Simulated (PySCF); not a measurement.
TeCl2, SMILES Cl[Te]Cl.

Coordinates come from a PBE-D3(BJ)/def2-TZVP optimisation. The isomer is the one that the SMILES or the coordinates give; other isomers of the formula were not compared. The def2 effective core potentials stand for the cores of Te; spin–orbit coupling is left out.

Two levels are set side by side: TDDFT-PBE/def2-SVPD (PySCF) and TDDFT-ωB97X/def2-SVPD (PySCF). Vertical, same geometry. The lowest singlet is HOMO→LUMO 101 % with PBE and HOMO→LUMO+1 99 % with the other functional; states are paired by order. Differences are taken from unrounded values.

| quantity | TDDFT-ωB97X | TDDFT-PBE | TDDFT-PBE minus TDDFT-ωB97X |
|---|---|---|---|
| lowest singlet excitation (eV) | 2.40 | 2.12 | -0.28 |
| lowest triplet excitation (TDA) (eV) | 1.75 | 1.48 | -0.27 |
| first bright state (f over 0.05) (eV) | 6.37 | 5.34 | -1.02 |
| its oscillator strength | 0.11 | 0.07 | -0.04 |

Functionals without exact exchange tend to place singlet excitations lower, as here. Differences between two approximate levels are no errors against the true value.

Rough cost on one machine, each run with all the roots and properties that it gave: TDDFT-ωB97X against TDDFT-PBE about 5 times.
